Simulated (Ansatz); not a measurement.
Calculated with Ansatz (gas phase, PBE0-D4/def2-TZVP geometries, no zero-point term in ΔE). CCSD(T)/CBS is the MP2 limit (def2-TZVPP, def2-QZVPP) plus CCSD(T) − MP2 in def2-TZVPP, frozen cores. This one scheme is used for every species, atoms too. No spin–orbit coupling; open shells (•) take unrestricted orbitals. Elements past krypton have def2 core potentials. Bonds to Sn are less sure, by a few kJ/mol each and by 10 to 20 or more in all where they break to atoms, as the def2 sets lack core-valence functions. One conformer a species, not always the lowest.

Reaction (hydrogen abstraction from the Sn–H bond): `[SH][SnH]([Cl])[Cl]` + H• → `[SH][Sn]([Cl])[Cl]`• + H₂

`[SH][SnH]([Cl])[Cl]`:

Z-matrix (Å, degrees):
```
Sn
Cl 1 2.316
Cl 1 2.309 2 108.3
S 1 2.375 2 108.8 3 114.2
H 1 1.697 2 107.7 3 -117.9
H 4 1.345 1 92.1 2 48.3
```

`[SH][Sn]([Cl])[Cl]`•:

Z-matrix (Å, degrees):
```
Sn
S 1 2.418
Cl 1 2.346 2 108.2
Cl 1 2.338 2 105.9 3 -115.1
H 2 1.346 1 91.2 3 -42.2
```

H₂:

Cartesian coordinates in Å:
```
H -0.063 0.367 0.030
H 0.063 -0.367 -0.030
```

```csv
level,ΔE (kcal/mol)
HF/def2-QZVPP,-28.0
CCSD/CBS(def2),-35.6
```

Task: What does CCSD(T)/CBS give? (Best estimate.)

Result: The calculation gave: -35.8 kcal/mol. The listed levels differ from it by 7.8, 0.2 kcal/mol.

Task: What do rigid-rotor, harmonic-oscillator terms from PBE0-D4/def2-TZVP frequencies (298.15 K, 1 bar) make of the CCSD(T)/CBS value? (An estimate is asked.)

Result: The calculation gave: ΔZPE = +1.8 kcal/mol, ΔH = -33.7 kcal/mol, ΔS = 13 J/(mol·K), ΔG = -34.6 kcal/mol. Open shells count their whole term as degenerate. Modes under 50 cm⁻¹ make the entropy rough.

Largest T1 diagnostic among the species: 0.016.

In def2-TZVPP, CCSD(T) changes the Hartree–Fock value by −7.8 kcal/mol (the triples alone add −0.2 kcal/mol) and MP2 by −4.8 kcal/mol. At CCSD(T), def2-SVP lies +2.6 kcal/mol from the extrapolated value and def2-TZVPP +0.2 kcal/mol. From PBE to PBE0 (25 % exact exchange), in def2-TZVPP and without D4, ΔE moves by +3.9 kcal/mol.
